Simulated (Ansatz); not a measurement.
Input for Ansatz (a program for electronic structure): R-RI-MP2/aug-cc-pVTZ on GaH5O2 (a complex), monomers drawn apart or pushed together. Files ending in .json are basis or fitting sets from the Basis Set Exchange. The run froze 16 orbitals, filled d shells among them.

Ansatz 0.2 input:
```yaml
crystal:
  periodic: [false, false, false]
  atoms:
    - {symbol: O, position_ang: [-0.44824870, -0.98185870, 1.02826451]}
    - {symbol: Ga, position_ang: [0.38575375, -0.38299469, -0.43807130]}
    - {symbol: H, position_ang: [-0.36309947, -0.40264646, 1.80230784]}
    - {symbol: H, position_ang: [0.24030760, -1.32181315, -1.67653740]}
    - {symbol: H, position_ang: [1.16036568, 0.97718944, -0.36172285]}
    - {symbol: O, position_ang: [-0.54951928, 1.02586816, 4.91849068]}
    - {symbol: H, position_ang: [-0.17582612, 0.47051146, 5.61167627]}
    - {symbol: H, position_ang: [-1.45427892, 1.21135268, 5.19340958]}
basis:
  gaussian:
    orbitals: aug-cc-pVTZ
    fitting: {mean_field: def2-universal-JKFIT, correlation: aug-cc-pVTZ-RIFIT.json}
magnetization: {spin_polarized: false}
correlation: {method: mp2, electrons: outside_noble_gas}
scf: {lower_state_search: off}
```

Program output:

```
WARN ansatz: RAYON_NUM_THREADS=1 ignored (pool sized by the plan → 1); use --threads N
Functional definition: HF
these checks for a lower state are left out or cut short: stability, starts, cluster_reference, orbital_swaps, neighbouring_geometries, increment
integrals: 0.28 GiB planned
510 factors; integrals over basis functions are off by at most 1.2e0 eV
mean field: 0.49 GiB planned
mean field evaluation 1: about -56485.8764 eV, gradient 5.3e1 eV
mean field evaluation 2: about -56488.4577 eV, gradient 4.0e1 eV
mean field evaluation 4: about -56490.9419 eV, gradient 1.5e0 eV
mean field -56490.94774049 eV, -2076.0040385235 hartree, gradient 1.2e-6 eV, S^2 0.000000; 0 other end points of the search recorded, 0 dependent functions left out
16 core orbitals not correlated, not the lowest: weight in the atoms' cores, before any rotation towards them, 0.828 or more for the frozen orbitals, at most 0.177 for the correlated occupied ones
633 factors; their error is unknown
reference -56490.94774049 eV, -2076.0040385235 hartree; 10, 10 occupied and 240, 240 virtual orbitals, 633 factors
second order -16.64328898 eV of doubles, -0.00000000 eV of singles
Total energy: -56507.59102947 eV, -2076.6156681122 hartree
Checks for a lower state left out: stability, starts, cluster_reference, orbital_swaps, neighbouring_geometries, increment
```

The calculation finished and met its thresholds.

Cost: very roughly 2.8 core-seconds.
